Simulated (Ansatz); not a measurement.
CH5GeO (`[CH3][GeH2][O]`) radical. Total charge 0; spin multiplicity 2. Correlated methods include outer-core shells of Ge, which these sets cover unevenly. Scalar relativity is left out up to krypton.

Z-matrix (Å, degrees):
```
C
Ge 1 1.949
H 1 1.089 2 109.9
H 1 1.089 2 109.9 3 120.6
H 1 1.091 2 109.1 3 -119.7
O 2 1.797 1 103.1 3 -60.3
H 2 1.541 1 112.5 3 56.9
H 2 1.541 1 112.5 3 -177.4
```

Give the diagnostics of a CCSD(T)/def2-TZVPP run (frozen core, Ansatz 0.2.0). (Best estimate.)

The calculation gave: T1 = 0.0144, largest single amplitude 0.060, largest double 0.023, (T) share of the correlation energy 3.3 %, 14 CCSD cycles. ⟨S²⟩ of the UHF reference is 0.758 against 0.75 for a pure state. T1 lies under the customary mark of 0.045 for open shells.
